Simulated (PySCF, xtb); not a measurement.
SnF₃Cl, SMILES [Cl][Sn]([F])([F])[F].

GFN2-xTB in xtb at its own geometry gives an orbital gap of 3.20 eV and a dipole moment of 3.41 D.

Geometry: B3LYP-D3(BJ)/def2-SVP. The def2 effective core potentials stand for the cores of Sn; spin–orbit coupling is left out.

### Question
What does M06-2X/def2-TZVP in PySCF give? (Estimate from the structure and the level; the computed values follow.)

### Answer
gap 9.28 eV (levels -12.05 and -2.77 eV), dipole 1.62 D.
